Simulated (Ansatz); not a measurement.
Mulliken charges of BFH₄OSSn, SMILES `OB(F)[S][SnH3]` from r2SCAN/def2-TZVPP in Ansatz (PBE0-D4/def2-TZVP geometry).

```csv
atom,x (Å),y (Å),z (Å),charge (e)
O1,1.898,0.380,0.518,-0.283
B2,1.665,-0.504,-0.472,0.413
F3,2.733,-1.056,-1.034,-0.255
S4,0.069,-1.064,-1.165,-0.352
Sn5,-1.584,0.149,0.088,0.605
H6,1.111,0.767,0.914,0.205
H7,-2.468,1.127,-0.986,-0.098
H8,-2.580,-0.971,0.892,-0.098
H9,-0.755,1.126,1.229,-0.137
```

Q: By hand: the dipole of these point charges (1 e Å = 4.8032 D).

A: Σ q r = (-0.703, 0.406, 0.414) e Å, of length 0.911 e Å = 4.38 D.

Q: How does the dipole of the full density compare? (Estimate.)

A: The calculation gave: (-0.662, 0.303, 0.304) e Å, 3.79 D; the point charges give 1.16 times that, at 7° from its direction.

Point charges leave out the atoms' own dipoles, such as those of lone pairs, and Mulliken's split depends on the basis, so the two needn't agree.
